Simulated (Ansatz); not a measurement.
CH5BSi, SMILES `B[SiH]=C` (charge 0, multiplicity 1).

Cartesian coordinates (Å):
SMILES: B[SiH]=C
```xyz
8

B      1.6464    -0.1060    -0.1497
Si    -0.1613    -0.2534     0.6059
C     -1.5135     0.2979    -0.3127
H      1.7562     0.3665    -1.2366
H      2.6229    -0.4643     0.4267
H     -0.4347    -0.8207     1.9443
H     -2.5430     0.2574     0.0220
H     -1.3729     0.7226    -1.2999
```
Charge 0, spin multiplicity 1.

Frozen-core energies in 6-31g from Ansatz (a quantum-chemistry and plane-wave program) at a geometry from B3LYP-D3(BJ)/def2-TZVP; the HF reference has <S^2> = 0.00 (restricted, and unstable towards unrestricted orbitals) and the T1 diagnostic is 0.015.

```json
[
 {"level": "HF", "energy (Ha)": "-354.22592", "difference from CCSDTQ (mHa)": "249.82"},
 {"level": "MP2", "energy (Ha)": "-354.42835", "difference from CCSDTQ (mHa)": "47.39"},
 {"level": "CCSD", "energy (Ha)": "-354.46674", "difference from CCSDTQ (mHa)": "9.00"},
 {"level": "CCSD(T)", "energy (Ha)": "-354.47431", "difference from CCSDTQ (mHa)": "1.43"},
 {"level": "CCSDT", "energy (Ha)": "-354.47518", "difference from CCSDTQ (mHa)": "0.56"},
 {"level": "CCSDT(Q)", "energy (Ha)": "-354.47579", "difference from CCSDTQ (mHa)": "-0.05"},
 {"level": "CCSDTQ", "energy (Ha)": "-354.47574", "difference from CCSDTQ (mHa)": "0.00"}
]
```
